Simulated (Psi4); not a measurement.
C$_{3}$H$_{12}$Si$_{3}$ (SMILES C1[SiH2]C[SiH2]C[SiH2]1), singlet, geometry from GFN2-xTB, with bond 15-5 at 2.0 times its length. Base run: BLYP/STO-3G (Psi4).

Psi4 was given this input:
```
memory 2 GB

molecule mol {
0 1
C    -0.723180    1.296662   -1.060261
Si    1.074591    1.436260   -0.462334
C     1.782434   -0.311684   -0.232922
Si    0.751613   -1.431649    0.903770
C    -1.035756   -1.478890    0.261850
Si   -1.837376    0.230215    0.048902
H    -0.729647    0.884454   -2.069525
H    -1.150851    2.294467   -1.142348
H     1.876701    2.175820   -1.453838
H     1.124909    2.169381    0.810462
H     1.874748   -0.787299   -1.209570
H     2.794896   -0.238296    0.160514
H     1.317112   -2.793094    0.913063
H     0.777855   -0.912311    2.278401
H    -2.250413   -2.673844    1.617475
H    -1.054546   -2.000520   -0.695292
H    -2.004126    0.873433    1.359807
H    -3.168548    0.086237   -0.568076
}

set {
  basis sto-3g
  reference rks
}

energy('blyp')
print_variables()
```

The base run was repeated with changes; each row names its change, and settings that it needs were set with it.

| change | ΔE vs base (mEh) | SCF cycles | grid points | basis functions |
|---|---|---|---|---|
| base | 0.000 | 12 | 377285 | 54 |
| guess = sadno | 0.000 | 12 | 377285 | 54 |
| cholesky_tolerance = 1e-6 (with scf_type cd) | 3.346 | 12 | 377285 | 54 |
| level_shift = 1.0 | 0.000 | 14 | 377285 | 54 |
| dft_spherical_points = 110 | 0.347 | 12 | 137891 | 54 |
| diis_max_vecs = 3 | 0.000 | 17 | 377285 | 54 |
| basis_guess = true | 0.000 | 10 | 377284 | 54 |
| d_convergence = 1e-8 | 0.000 | 14 | 377285 | 54 |
| scf_type = mem_df | 0.000 | 12 | 377285 | 54 |
| df_basis_scf = cc-pvqz-jkfit | 2.616 | 12 | 377285 | 54 |
| puream = true | 0.000 | 12 | 377285 | 54 |
| dft_spherical_points = 590 | -0.003 | 12 | 736300 | 54 |
| e_convergence = 1e-8 | 0.000 | 13 | 377285 | 54 |
